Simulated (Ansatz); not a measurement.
`[O]=[W]([F])(=[S])[Cl]` + H₂O → `[O]=[W]([OH])(=[S])[Cl]` + H–F  (formal hydrolysis of a W–F bond)

Program: Ansatz. Geometries: PBE0-D4/def2-TZVP. ΔE: electronic, gas phase. CCSD(T)/CBS is the MP2 limit (def2-TZVPP, def2-QZVPP) plus CCSD(T) − MP2 in def2-TZVPP, frozen cores. This one scheme is used for every species. DFT in def2-TZVPP. B3LYP here is the variant with VWN-RPA as its local correlation; programs differ in this. HSE06 is defined as in plane-wave codes. def2 core potentials past Kr. For W outer-core shells are correlated without core-valence functions, which leaves a few kJ/mol of doubt a bond. Each species was taken in one conformer, which may not be the lowest.

`[O]=[W]([F])(=[S])[Cl]`:

Z-matrix (Å, degrees):
```
W
O 1 1.688
S 1 2.119 2 107.5
Cl 1 2.247 2 108.4 3 117.5
F 1 1.846 2 109.3 3 -118.7
```

H₂O:

Cartesian coordinates in Å:
```
O 0.158 0.064 -0.350
H 0.401 0.471 0.485
H -0.559 -0.535 -0.135
```

`[O]=[W]([OH])(=[S])[Cl]`:

Cartesian coordinates in Å:
```
O 0.611 1.837 0.426
W -0.112 0.387 -0.063
O 1.134 -0.983 0.163
S -1.817 0.029 1.155
Cl -0.756 0.577 -2.220
H 0.940 -1.847 0.539
```

H–F:

Cartesian coordinates in Å:
```
F -0.290 -0.106 -0.341
H 0.290 0.106 0.341
```

```tsv
level	ΔE (eV)
r2SCAN-D4	0.20
PBE0-D4	0.14
B3LYP-D4	0.17
HSE06	0.16
CCSD(T)/def2-SVP	0.16
HF/def2-QZVPP	0.18
MP2/CBS(def2)	0.09
CCSD/CBS(def2)	0.12
```

What does CCSD(T)/CBS give? (An estimate is asked.)

The calculation gave: +0.11 eV. The listed levels differ from it by 0.09, 0.03, 0.06, 0.05, 0.05, 0.07, -0.02, 0.01 eV.

Largest T1 diagnostic among the species: 0.022, so the coupled-cluster value is less sure than usual.

The D4 term adds −0.04 eV with B3LYP and −0.02 eV with PBE0; it sums over pairs of atoms, weighted by their polarisabilities, and B3LYP, whose exchange is more repulsive, gets the larger term. From BLYP to BHLYP (50 % exact exchange), in def2-TZVPP and without D4, ΔE moves by −0.08 eV.
